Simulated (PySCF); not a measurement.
Species: phthalide, C₈H₆O₂.
Atom-mapped SMILES: `[O:1]=[C:2]1[O:3][CH2:4][c:5]2[cH:6][cH:7][cH:8][cH:9][c:10]21` (hydrogens: H11, H12 on C4; H13 on C6; H14 on C7; H15 on C8; H16 on C9)

The closed-shell ground state was solved at several levels (PySCF, density fitting, gas phase, non-relativistic). Isolated species at its PBE0-D3(BJ)/def2-SVP geometry, gas phase.

```tsv
level	basis functions	total energy (Eh)	HOMO (eV)	LUMO (eV)	gap (eV)	dipole (D)
PBE0/pcSseg-1	200	-458.3546	-7.82	-1.54	6.28	5.19
B3LYP/def2-SVPD	254	-458.6169	-7.61	-1.78	5.83	5.24
```

Q: Estimate the row for B3LYP/pcJ-1, a basis of 330 functions; the other rows only guide the guess.

A: Total energy -458.9366 Eh, HOMO -7.57 eV, LUMO -1.69 eV, gap 5.88 eV, dipole 5.20 D.

Q: Over all these levels, which gives the widest orbital gap and which the narrowest?

A: PBE0/pcSseg-1 (global hybrid, 25 % exact exchange) has the widest, 6.28 eV, and B3LYP/def2-SVPD (global hybrid, 20 % exact exchange) the narrowest, 5.83 eV. Functional and basis both differ between the two, so the spread mixes both effects.

Q: How far do the dipole and the HOMO energy spread over the levels?

A: The dipole runs from 5.19 to 5.24 D (mean 5.21 D) and the HOMO from -7.82 to -7.57 eV.
